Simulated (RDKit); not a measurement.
RDKit input (UFF):

```python
from rdkit import Chem
from rdkit.Chem import AllChem, rdDetermineBonds

mol = Chem.MolFromXYZFile('mol.xyz')
rdDetermineBonds.DetermineBonds(mol, charge=-1)
print('SMILES', Chem.MolToSmiles(Chem.RemoveHs(mol)))
ff = AllChem.UFFGetMoleculeForceField(mol)
e0 = ff.CalcEnergy()
flag = ff.Minimize(maxIts=5000, forceTol=1e-5)
print(f'energy {e0:.4f} -> {ff.CalcEnergy():.4f} kcal/mol, converged: {flag == 0}')
print(Chem.MolToXYZBlock(mol))
```
mol.xyz:
```
4

Ge    -0.03010674    -0.04440254    -0.05546388
H      0.64973470    -0.63247593     1.29875633
H     -0.88408644     1.06107216     0.77554240
H      1.19776738     0.99228490    -0.29945444
```

From the last part of the output:

```
SMILES [GeH3-]
energy 7.0309 -> 0.0000 kcal/mol, converged: True
4

Ge     0.081934    0.120830    0.151599
H      0.639161   -0.775176    1.287190
H     -1.017614    1.053120    0.721449
H      1.229828    0.977704   -0.440857
```

The dipole moment of an ion depends on the origin.
